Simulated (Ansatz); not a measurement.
Cost and result for the atomization energy of `NC(N)=C[SiH3]` (13 atoms, 12 bonds).

```xyz
13

N     0.2774    2.1158    0.3572
C     0.1777    0.7364    0.3091
N     0.3254    0.1751    1.5630
C    -0.0395    0.0439   -0.8340
Si   -0.4194   -1.7389   -0.9731
H     0.9935    2.4600    0.9796
H     0.3029    2.5597   -0.5458
H    -0.1322    0.6921    2.2993
H     0.1211   -0.8114    1.6020
H     0.0153    0.6207   -1.7536
H    -1.6024   -1.9910   -1.8441
H    -0.7192   -2.3121    0.3758
H     0.6993   -2.5503   -1.5356
```

The species carries charge 0 and has multiplicity 1. Geometry: relaxed with PBE0-D4/def2-TZVP. It is one conformer, not always the lowest. Program: Ansatz. All runs use 4 threads of an Arm Neoverse V1 on a shared host. Times are those of one run each, without the atoms' runs, and a repeat can differ threefold. Electronic energies, without spin–orbit coupling; frozen cores. CCSD(T)/CBS adds CCSD(T) − MP2 in def2-TZVPP to the MP2 limit, and its time is that of the two runs behind it. T1 = 0.012. B3LYP takes the VWN-RPA correlation (the form of Gaussian; ORCA's B3LYP/G).

CCSD(T)/CBS is a level of theory with its own doubt, some kJ/mol a heavy atom from the limit and from the frozen cores, so smaller differences don't rank the functionals.

```csv
level,functions,wall time,atomization (kJ/mol),difference from CCSD(T)/CBS,per bond
PBE-D4/def2-TZVPP (with forces),278,3.3 s,4832.1,119.0,9.9
PBE0-D4/def2-TZVPP,278,3.3 s,4738.8,25.7,2.1
B3LYP-D4/def2-TZVPP (with forces),278,5.5 s,4748.0,34.9,2.9
r2SCAN-D4/def2-TZVPP (with forces),278,6 s,4718.2,5.1,0.4
B2PLYP/def2-TZVPP,278,7 s,4676.0,-37.1,-3.1
ωB97X-V/def2-TZVPP,278,9 s,4745.9,32.8,2.7
ωB97M-V/def2-TZVPP (with forces),278,14 s,4744.0,30.9,2.6
MP2/def2-QZVPP,538,31 s,4706.7,-6.4,-0.5
CCSD(T)/def2-TZVPP,278,4.1 min,4574.1,-139.0,-11.6
CCSD(T)/CBS(def2),–,4.6 min,4713.1,0.0,0.0
```

The D4 term adds +41.9 kJ/mol with B3LYP and +22.1 kJ/mol with PBE0; it sums over pairs of atoms, weighted by their polarisabilities, and B3LYP, whose exchange is more repulsive, gets the larger term. From PBE to PBE0 (25 % exact exchange), in def2-TZVPP and without D4, the atomization energy moves by −89.2 kJ/mol: exact exchange takes away binding that semilocal exchange gives to molecules. In def2-TZVPP, CCSD(T) changes the Hartree–Fock value by +1259.8 kJ/mol (the triples alone add +73.0 kJ/mol) and MP2 by +1309.8 kJ/mol; breaking electron pairs costs correlation energy, which Hartree–Fock lacks.
